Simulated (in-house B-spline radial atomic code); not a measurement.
**Binding energies in Sr²⁺**

NIST's tabulated ground configuration is [Ar] 3d10 4s2 4p6; each binding energy is the energy of the ion with one electron taken from that subshell, relaxed, less that of the parent. Method: Dirac-Kohn-Sham LDA VWN5, spherical fractional occupations, Fermi nucleus of rms radius 4.224 fm. Calculated with an all-electron radial atomic-structure program (B-spline basis). Energies include first-order Breit, QED and recoil terms.

```tsv
subshell	X-ray name	binding energy (eV)	-ε (eV)	relaxation (eV)
1s	K	16128.5	15920.3	-242.5
2s	L1	2206.4	2168.1	-41.7
2p1/2	L2	2023.8	1976.0	-51.1
2p3/2	L3	1954.9	1907.7	-49.4
3s	M1	362.2	346.7	-15.9
3p1/2	M2	292.5	276.9	-15.9
3p3/2	M3	281.9	266.4	-15.7
3d3/2	M4	159.3	143.4	-15.9
3d5/2	M5	157.5	141.6	-15.8
4s	N1	62.26	54.85	-7.46
4p1/2	N2	44.28	37.47	-6.84
4p3/2	N3	42.99	36.27	-6.73
```

Relaxation = -ε minus the binding energy without Breit, QED and recoil terms. With a density functional, K lines can miss by some tenths of a per cent, more in light atoms. For a density functional the relaxation so defined is negative, because -ε of a Kohn-Sham level is smaller than the binding energy.

Emission lines follow as differences of binding energies, with λ = 12398.42 eV·Å / E:

```json
{"line": "K-L3", "holes": "1s → 2p3/2", "energy (eV)": "14173.6", "wavelength (Å)": "0.87475"}
{"line": "K-L2", "holes": "1s → 2p1/2", "energy (eV)": "14104.7", "wavelength (Å)": "0.87903"}
{"line": "K-M3", "holes": "1s → 3p3/2", "energy (eV)": "15846.6", "wavelength (Å)": "0.7824"}
{"line": "L3-M5", "holes": "2p3/2 → 3d5/2", "energy (eV)": "1797.4", "wavelength (Å)": "6.898"}
{"line": "L2-M4", "holes": "2p1/2 → 3d3/2", "energy (eV)": "1864.5", "wavelength (Å)": "6.6497"}
{"line": "L1-M3", "holes": "2s → 3p3/2", "energy (eV)": "1924.5", "wavelength (Å)": "6.4424"}
{"line": "L3-M1", "holes": "2p3/2 → 3s", "energy (eV)": "1592.7", "wavelength (Å)": "7.7845"}
```

**Question.** What screening constant σ does Moseley's law, E = (3/4)·13.6057 eV·(Z - σ)², need for K-L3?

**Answer.** σ = 0.73.

**Question.** What does it cost to remove both a 2p3/2 and a 3d3/2 electron?

**Answer.** 2154.5 eV, which is 40.27 eV more than the two single binding energies together.

**Question.** What does it cost to remove both a 2s and a 4s electron?

**Answer.** 2287.4 eV, which is 18.77 eV more than the two single binding energies together.

**Question.** What does it cost to remove both a 3p1/2 and a 3d5/2 electron?

**Answer.** 482.93 eV, which is 32.97 eV more than the two single binding energies together.
